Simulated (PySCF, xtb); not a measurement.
C₂HCl₂, SMILES [C](=CCl)Cl, multiplicity 2.

Harmonic wavenumbers (cm⁻¹) from GFN2-xTB (xtb) at its own minimum, in rising order: 108, 325, 488, 571, 719, 743, 1121, 1722, 3108.

Q: What does PySCF with B3LYP-D3(BJ)/def2-SVP give at its own minimum? (Estimate from the structure and the level; the computed values follow.)

A: 133, 371, 560, 690, 744, 790, 1207, 1696, 3211. Paired by order, the mean absolute difference is 61 cm⁻¹ and the zero-point energies are 12.7 and 13.4 kcal/mol.
